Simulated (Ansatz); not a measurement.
F2GaH3Si (`[F][Ga]([F])[SiH3]`). Total charge 0; spin multiplicity 1. The geometry is a stationary point of PBE0-D4/def2-TZVP.

```xyz
7

F     1.488   -0.630    2.149
Ga    0.242   -0.839    0.939
F    -0.631   -2.329    1.214
Si   -0.206    0.713   -0.819
H    -0.952    0.025   -1.900
H     1.082    1.244   -1.328
H    -1.023    1.817   -0.255
```

Problem. What is the dipole moment at ωB97M-V/def2-TZVPP? (Best estimate.)

Solution. Computed: 3.59 D, with components (-0.67, 2.30, -2.68) D in this frame, pointing from negative to positive charge.

Problem. And with PBE, r2SCAN, B3LYP? (An estimate is asked.)

Solution. Ansatz gave: PBE 3.43 D, r2SCAN 3.52 D, B3LYP 3.64 D.

Problem. Give the Mulliken charges with ωB97M-V, B3LYP, PBE in def2-TZVPP. (An estimate is asked.)

Solution. The calculation gave: 
```json
{"atom": "F1", "ωB97M-V": "-0.38", "B3LYP": "-0.38", "PBE": "-0.33"}
{"atom": "Ga2", "ωB97M-V": "0.75", "B3LYP": "0.74", "PBE": "0.67"}
{"atom": "F3", "ωB97M-V": "-0.38", "B3LYP": "-0.38", "PBE": "-0.33"}
{"atom": "Si4", "ωB97M-V": "-0.03", "B3LYP": "0.08", "PBE": "0.02"}
{"atom": "H5", "ωB97M-V": "0.01", "B3LYP": "-0.02", "PBE": "-0.01"}
{"atom": "H6", "ωB97M-V": "0.01", "B3LYP": "-0.02", "PBE": "-0.01"}
{"atom": "H7", "ωB97M-V": "0.01", "B3LYP": "-0.03", "PBE": "-0.01"}
```

B3LYP here is the variant with VWN-RPA as its local correlation; programs differ in this.
